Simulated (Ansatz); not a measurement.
`[NH2][In]([OH])[Br]` + H–F → `[NH2][In]([F])[Br]` + H₂O at 600 K and 1 bar (ligand exchange at the In–O bond).

Isolated molecules relaxed with PBE0-D4/def2-TZVP in Ansatz; ΔE leaves out vibrations. CCSD(T)/CBS adds triple-zeta CCSD(T) − MP2 to the extrapolated MP2 energy (def2 sets, frozen cores). This one scheme is used for every species. Elements past krypton have def2 core potentials. For Br, In outer-core shells are correlated without core-valence functions, which leaves a few kJ/mol of doubt a bond. Scalar relativity is left out up to krypton. One conformer a species, not always the lowest.

```json
{"species": "`[NH2][In]([OH])[Br]`", "CCSD(T)/CBS energy (Eh)": "-2894.90232", "H − E (kJ/mol)": "157.0", "S (J/(mol·K))": "441.5"}
{"species": "H–F", "CCSD(T)/CBS energy (Eh)": "-100.39570", "H − E (kJ/mol)": "42.3", "S (J/(mol·K))": "194.0"}
{"species": "`[NH2][In]([F])[Br]`", "CCSD(T)/CBS energy (Eh)": "-2918.92828", "H − E (kJ/mol)": "122.0", "S (J/(mol·K))": "426.0"}
{"species": "H₂O", "CCSD(T)/CBS energy (Eh)": "-76.37941", "H − E (kJ/mol)": "76.8", "S (J/(mol·K))": "212.8"}
```

H − E and S are ideal-gas, rigid-rotor, harmonic terms from PBE0-D4/def2-TZVP, for one conformer and one mirror image of each species. 1 Eh = 2625.50 kJ/mol, R = 8.31446 J/(mol·K).

Problem. By hand: ΔE, ΔH, ΔS and ΔG.

Solution. ΔE = (-2918.92828) + (-76.37941) − (-2894.90232) − (-100.39570) = -0.00967 Eh = -25.4 kJ/mol. Δ(H − E) = 122.0 + 76.8 − 157.0 − 42.3 = -0.5, so ΔH = -25.9 kJ/mol. ΔS = 426.0 + 212.8 − 441.5 − 194.0 = 3.3 J/(mol·K). ΔG = -25.9 − 600 × (3.3)/1000 = -27.9 kJ/mol.

Problem. By hand: the equilibrium constant, and the temperature at which ΔG would vanish if ΔH and ΔS stayed fixed.

Solution. log₁₀ K = −ΔG/(RT ln 10) = 2.4. ΔH and −TΔS have one sign here, so there is no such temperature.

The number of gas molecules stays the same, so ΔS is small and ΔH decides. A doubt of 5 kJ/mol in ΔE shifts log₁₀ K by 0.4 here. Other conformers and mirror images would add mixing entropy, several J/(mol·K) or more a flexible species. These are equilibria of isolated gas molecules and say nothing of rates. Largest T1 diagnostic: 0.013 (customary marks: 0.02 for closed shells, 0.045 for open ones).

ΔS is within the doubt of such terms, so its sign, and with it that verdict, could turn.
